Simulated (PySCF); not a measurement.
W(O)(NH)(F)(Cl) (ClFHNOW), SMILES [O]=[W](=[NH])([F])[Cl], multiplicity 1. Geometry optimised at PBE-D3(BJ)/def2-SVP. The multiplicity is an assumed one; no other spin state was optimised. The structure was generated by enumeration; whether it is a known compound was not checked. The def2 effective core potentials stand for the cores of W; spin–orbit coupling is left out.

Computed equilibrium geometry at PBE-D3(BJ)/def2-SVP (PySCF confirms it by a frequency run) as bond lengths and angles:
Atoms: W1 O2 N3 H4 F5 Cl6. Bonded distances (Å): W1–O2 1.716, W1–N3 1.759, W1–F5 1.882, W1–Cl6 2.294, N3–H4 1.026. Bond angles (°): O2–W1–N3 107.5, O2–W1–F5 109.5, O2–W1–Cl6 108.3, N3–W1–F5 107.6, N3–W1–Cl6 106.9, F5–W1–Cl6 116.6, W1–N3–H4 147.6.
Charge 0, spin multiplicity 1.
